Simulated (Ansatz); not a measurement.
The cluster Na5H4⁺. Total charge 1; singlet. Geometry r2SCAN-D4/def2-SVP; atoms count from 1.

Cartesian coordinates in Å:
```
Na -2.037 3.301 -7.002
Na 0.986 -1.665 3.523
Na -0.920 1.680 -3.535
Na 0.109 -0.010 -0.034
Na 1.777 -3.313 7.068
H 1.394 -2.505 5.353
H 0.571 -0.843 1.753
H -1.489 2.525 -5.319
H -0.390 0.830 -1.806
```

Another isomer (singlet) lies 0.80 eV lower at PBE0-D4/def2-TZVP; other spin states weren't run for this one.

Q: Estimate the Mulliken populations from the PBE0/def2-TZVP orbitals of Ansatz.

A: 
```csv
atom,charge (e)
Na1,0.60
Na2,0.56
Na3,0.56
Na4,0.54
Na5,0.60
H6,-0.51
H7,-0.42
H8,-0.51
H9,-0.42
```
Mulliken values depend strongly on the basis.
